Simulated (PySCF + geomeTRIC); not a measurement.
Species: CH3BSi, SMILES `B1=C[SiH2]1` (charge 0, multiplicity 1).

### Question
Give a relaxed geometry from B3LYP-D3(BJ)/def2-TZVP in PySCF + geomeTRIC.

### Answer
the end point of this relaxation (outside a Z-matrix the atoms follow the SMILES, hydrogens last).
Bonds (Å): B1–C2 1.348, B1–Si3 1.835, C2–Si3 2.026, C2–H4 1.073, Si3–H5 1.482, Si3–H6 1.482. Angles (°): C2–B1–Si3 77.4, B1–C2–Si3 62.2, B1–C2–H4 169.0, Si3–C2–H4 128.9, B1–Si3–C2 40.5, B1–Si3–H5 125.8, B1–Si3–H6 125.8, C2–Si3–H5 119.2, C2–Si3–H6 119.2, H5–Si3–H6 107.8.
